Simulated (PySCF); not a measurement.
Two species compared at the same levels of theory.

First species: C₆H₉NS.
Z-matrix (Å and degrees, PBE0-D3(BJ)/def2-SVP geometry), rows numbered from 1:
```
C 
S   1  1.7974
C   2  1.7550  1   99.58
C   3  1.3850  2  132.39  1     0.52
C   4  1.4221  3  106.74  2   180.00
C   5  1.3752  4  107.47  3     0.00
N   3  1.3707  2  119.15  1  -179.47
C   7  1.4384  3  124.92  2     0.12
H   1  1.0997  2  111.02  3    61.34
H   1  1.0997  2  111.01  3   -61.22
H   1  1.0981  2  106.35  3  -179.92
H   4  1.0869  3  126.39  2     0.02
H   5  1.0882  4  126.57  3  -179.98
H   6  1.0879  5  131.13  4   180.00
H   8  1.0970  7  109.11  3  -179.86
H   8  1.1018  7  111.07  3    60.45
H   8  1.1018  7  111.06  3   -60.20
```

Second species: C₇H₁₃F.
Structure used (PBE0-D3(BJ)/def2-SVP), in Å, numbered top down from 1:
```xyz
21
C7H13F angstrom
C      2.4921   -1.7271   -0.5288
C      1.5024   -1.0256   -1.0757
F      0.7601   -1.5754   -2.0503
C      1.0624    0.3584   -0.7516
C     -0.3831    0.4492   -0.2390
C     -0.8308    1.9051   -0.1985
C     -0.5316   -0.2491    1.1140
C     -1.9636   -0.3862    1.6062
H      2.7120   -2.7404   -0.8698
H      3.0941   -1.2891    0.2670
H      1.7550    0.7914   -0.0123
H      1.1531    0.9645   -1.6705
H     -1.0176   -0.0866   -0.9685
H     -0.7410    2.3783   -1.1886
H     -0.2137    2.4865    0.5073
H     -1.8793    2.0017    0.1184
H      0.0710    0.2993    1.8620
H     -0.0773   -1.2519    1.0443
H     -2.4426    0.5907    1.7735
H     -2.5819   -0.9377    0.8794
H     -2.0047   -0.9353    2.5590
```

Levels: wB97X-D/def2-SVPD for dipole moment, HOMO energy, LUMO energy, HOMO–LUMO gap, static isotropic polarisability and electronic spatial extent ⟨r²⟩ about the centre of nuclear charge; TDDFT wB97X-D/def2-SVPD for lowest singlet excitation; PBE0-D3(BJ)/def2-SVP for rotational constant A and rotational constant C. Geometries: PBE0-D3(BJ)/def2-SVP. Each structure is a single optimised conformer of the isolated species, non-relativistic unless stated; the electronic structure was computed with PySCF and density fitting.

The conformers computed, where there is a choice (atom-mapped SMILES and torsion angles):
- `[CH3:1][S:2][c:3]1[cH:4][cH:5][cH:6][n:7]1[CH3:8]`: C1–S2–C3–C4 1°
- `[CH2:1]=[C:2]([F:3])[CH2:4][C@H:5]([CH3:6])[CH2:7][CH3:8]`: C1–C2–C4–C5 -118°, C2–C4–C5–C6 -169°, C4–C5–C7–C8 -172°

| property | column X | column Y |
| --- | --- | --- |
| dipole moment | 0.73 D | 1.44 D |
| HOMO energy | -7.15 eV | -9.16 eV |
| LUMO energy | 2.07 eV | 2.10 eV |
| HOMO–LUMO gap | 9.22 eV | 11.26 eV |
| lowest singlet excitation | 5.04 eV | 7.24 eV |
| static isotropic polarisability | 99.0 au | 87.3 au |
| electronic spatial extent ⟨r²⟩ about the centre of nuclear charge | 1184 bohr² | 1267 bohr² |
| rotational constant A | 3.001 GHz | 2.930 GHz |
| rotational constant C | 0.993 GHz | 1.030 GHz |

Which column belongs to which species?

Column X is the first species and column Y the second. The first has 17 atoms and 68 electrons, the second 21 and 64.

How does each property change from the first species to the second?

dipole moment +0.71 D; HOMO energy -2.01 eV; LUMO energy +0.03 eV; HOMO–LUMO gap +2.04 eV; lowest singlet excitation +2.20 eV; static isotropic polarisability -11.7 au; electronic spatial extent ⟨r²⟩ about the centre of nuclear charge +83 bohr²; rotational constant A -0.071 GHz; rotational constant C +0.037 GHz.

On the first: No computed singlet falls in the visible range (750 to 380 nm, 1.65 to 3.26 eV); S1 lies 1.78 eV above its blue end. The principal polarisabilities are 67.4, 105.9 and 123.8 au; their mean is the isotropic value.

On the second: In atomic units the dipole is 0.57 e·bohr (1 au = 2.5417 D). The polarisability is 12.94 Å³ as a volume (1 au = 0.148185 Å³), or 1.36 au for each of the 64 electrons.
